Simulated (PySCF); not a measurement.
ZnH, SMILES [ZnH+] (connectivity only; charge and spin as stated), charge +1, multiplicity 1.

The structure is a stationary point at PBE0-D3(BJ)/def2-TZVPD. The multiplicity is an assumed one; other spin states were not compared.

The numbers are results of PBE0-D3(BJ)/def2-TZVPD in PySCF 2.14.0, not measurements.

Frequencies are harmonic and unscaled.

Computed harmonic wavenumbers and intensities:
```csv
mode,ν (cm⁻¹),IR (km/mol),moving atoms (share of kinetic energy)
1,1907,90.9,H 98 %
```
